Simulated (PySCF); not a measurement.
**Radial density of Si+ (silicon, charge +1)**

M06-2X, [Ne] 3s2 3d1, 2D determinant (an excited configuration). Computed with PySCF 2.14 in aug-cc-pV(D+d)Z (5s4p3d, 32 functions), with the non-relativistic Hamiltonian (point nucleus).

```csv
r (bohr),4πr²ρ (e/bohr),4πr²(ρα − ρβ)
0.00161,0.05513,0.0000
0.00271,0.1517,0.0000
0.00456,0.4066,0.0000
0.00768,1.056,0.0001
0.0129,2.579,0.0001
0.0217,5.713,0.0003
0.0365,10.71,0.0005
0.0614,15.31,0.0005
0.103,14.42,0.0002
0.174,9.808,0.0001
0.292,12.17,0.0014
0.492,13.45,0.0038
0.827,4.944,0.0194
1.39,1.434,0.0765
2.34,1.094,0.2473
3.94,0.3186,0.2472
6.62,0.03266,0.0325
```

The outer electron is Rydberg-like, and this basis confines it to a smaller radius and binds it less than a complete one would.
